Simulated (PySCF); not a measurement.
Isomers of C2H3B. Gas-phase values, no solvent. Strings in code marks are SMILES.

All values below come from PBE-D3(BJ)/def2-TZVP // B3LYP-D3(BJ)/def2-TZVP run with PySCF 2.14.0. All candidates: neutral, multiplicity 1. 

```json
{
 "HOMO–LUMO gap": "1.67 eV",
 "LUMO": "-3.59 eV",
 "dipole_moment": "0.78 D"
}
```

Question: Name which member has these values.
A) `B1C=C1`
B) `B=C=C`
C) `BC#C`

Answer: B, `B=C=C`. The others give `B1C=C1`: 5.28 eV, -1.42 eV, 1.20 D; `BC#C`: 3.51 eV, -3.37 eV, 1.07 D
